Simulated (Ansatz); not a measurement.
Ga3Sb2⁺. Charge 1, multiplicity 1. Geometry relaxed at r2SCAN-D4/def2-SVP.

```xyz
5

Ga   -0.7229    2.0482   -0.7363
Ga    2.4142   -1.8499    0.6642
Ga   -2.4922    0.2941   -0.1000
Sb    0.3927   -0.7046   -1.1716
Sb    0.4082    0.2122    1.3437
```

In the def2 sets Sb takes a core potential; there is no spin–orbit coupling. The structure comes from a short search, and lower isomers may exist.

Question: Estimate the harmonic wavenumbers at RKS r2SCAN-D4/def2-SVP (Ansatz, unscaled). Is this a minimum?

Answer: 15i, 17, 37, 67, 105, 119, 143, 161, 229 cm⁻¹. Yes, no mode is imaginary beyond noise. Zero-point energy 5.3 kJ/mol. Run time 2 min (4 threads of Arm Neoverse V1 on a shared host).
